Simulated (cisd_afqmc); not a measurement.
Input (AFQMC/CISD/def2-TZVPP; cisd_afqmc is a phaseless AFQMC code with CISD trial states that reads the integrals written by Ansatz):

Ansatz 0.2 input:
```python
import cisd_afqmc

open("ham.yaml", "w").write("""\
crystal:
  periodic: [false, false, false]
  atoms:
    - {symbol: Te, position_ang: [-0.00000000, -0.00000000, -0.03157231]}
    - {symbol: H, position_ang: [0.00000000, 0.00000000, 1.64175989]}
basis:
  gaussian:
    orbitals: def2-TZVPP
total_charge: 1
magnetization: {spin_polarized: false}
correlation: {method: ccsd, electrons: outside_noble_gas, hamiltonian_folder: ham}
""")
rep = cisd_afqmc.ansatz("ham.yaml")
e_ccsd = rep["correlation"]["coupled_cluster"]["energy"]["hartree"]
out = cisd_afqmc.run("ham", e_ccsd, trial="CISD", walkers=100, populations=8, threads=8, dt=0.005, steps=40, early=36, settle=10, least=32,
    cut=5e-5, rank_cut=2e-4, target=0.0004, seconds=1500, seed=1, memory=17280, gpu=False)
```

Output:

```
orbitals 55, occupied [3], factors 315 of 551, rank of the doubles 67 of 156
E(HF) = -267.212351
E(CCSD) on the cut factors = -267.344837, shift to the whole factors -0.000005
Energy of the trial state on the determinant = -267.344763
  tau behind 10.8 of longer steps, mean of the populations' last blocks
   2.0  -267.35177
   4.0  -267.35241
   6.0  -267.35378
   8.0  -267.35324
  10.0  -267.35275
blocks 437 (1 outliers left out), error by blocks joined: 1: 0.00015, 2: 0.00020, 4: 0.00025, 8: 0.00031, 16: 0.00039
E(AFQMC/CISD) = -267.35332 +/- 0.00039
```

 In a CCSD(T) run of this state the restricted determinant is unstable towards broken spin symmetry.

A triplet may lie lower; no result for it is given here.

The error still grows at the longest joins of blocks, or few joins were possible, so the printed bar may be too narrow.
